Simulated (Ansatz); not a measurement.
A nudged elastic band was laid between two geometries of BFH2O + FH (7 atoms, charge 0, multiplicity 1).

All numbers below come from RKS B3LYP-D4/def2-SVP in Ansatz.

| Quantity | Value |
| --- | --- |
| movable images | 9 |
| climbing image | yes |
| spring | 5.0 eV/Å² |
| optimiser | quadratic models (default) |
| start path | through a guess of the saddle point |
| force threshold | 0.05 eV/Å |
| iteration limit | 60 |
| end points | relaxed |

Image 0:

```xyz
7
Properties=species:S:1:pos:R:3
B -0.073 -0.320 0.059
O -0.085 -0.204 1.415
H -0.961 -0.362 1.801
H 0.956 -0.189 -0.538
F -1.202 -0.608 -0.576
F 0.183 2.407 0.983
H 0.284 1.598 1.438
```

Image 10:

```xyz
7
Properties=species:S:1:pos:R:3
B 0.026 0.378 -0.109
O 0.032 0.027 1.687
H -0.841 -0.369 1.849
H 1.021 -0.191 -0.483
F -1.181 -0.165 -0.412
F 0.041 1.734 -0.046
H 0.002 0.908 2.097
```

**Question.** What changes between the two ends?

**Answer.** Bonds broken: F6–H7. Bonds formed: B1–F6, O2–H7. BFH2O + FH becomes BF2H3O.

**Question.** Give the energies along the band, and the barrier.

**Answer.** It converged. The highest image is number 6 of 0 to 10, 13.5 kcal/mol above the first end and 22.1 kcal/mol above the last; the last end lies 8.5 kcal/mol below the first. A vibrational analysis at the climbing image gives one clearly imaginary mode, 960i cm⁻¹: a first-order saddle point. The orbitals stay closed-shell, which can raise the energy where a bond breaks towards radicals; this wasn't checked here.

| image | path coordinate (Å) | energy (kcal/mol) | F6–H7 (Å) | B1–F6 (Å) | O2–H7 (Å) |
| --- | --- | --- | --- | --- | --- |
| 0 | 0.00 | 0.0 | 0.93 | 2.89 | 1.84 |
| 1 | 0.23 | 0.1 | 0.93 | 2.75 | 1.87 |
| 2 | 0.47 | 0.5 | 0.93 | 2.58 | 1.89 |
| 3 | 0.70 | 1.6 | 0.94 | 2.36 | 1.82 |
| 4 | 0.94 | 4.5 | 0.95 | 2.11 | 1.69 |
| 5 | 1.17 | 9.6 | 0.99 | 1.86 | 1.50 |
| 6 | 1.41 | 13.5 | 1.12 | 1.67 | 1.28 |
| 7 | 1.66 | 6.6 | 1.37 | 1.52 | 1.08 |
| 8 | 1.91 | -3.2 | 1.66 | 1.42 | 0.99 |
| 9 | 2.16 | -7.5 | 1.98 | 1.37 | 0.97 |
| 10 | 2.41 | -8.5 | 2.30 | 1.36 | 0.97 |

**Question.** What is the geometry of the highest image?

**Answer.** 
```xyz
7
Properties=species:S:1:pos:R:3:forces:R:3
B 0.015 0.119 0.115 0.00 0.00 0.02
O 0.001 -0.047 1.609 0.01 -0.03 -0.01
H -0.852 -0.393 1.916 0.01 0.03 -0.02
H 1.033 -0.176 -0.446 0.01 0.00 0.01
F -1.172 -0.152 -0.450 -0.02 -0.01 0.00
F 0.067 1.756 0.429 0.00 0.02 -0.01
H 0.009 1.214 1.410 -0.02 -0.01 0.01
```

**Question.** What are the harmonic wavenumbers there?

**Answer.** 960i, 333, 428, 491, 671, 777, 896, 968, 1085, 1188, 1235, 1311, 2008, 2685, 3791 cm⁻¹.

Run time: 110 s on 1 thread of Intel(R) Xeon(R) 6975P-C (Granite Rapids), on a shared host, peak memory 0.15 GiB.
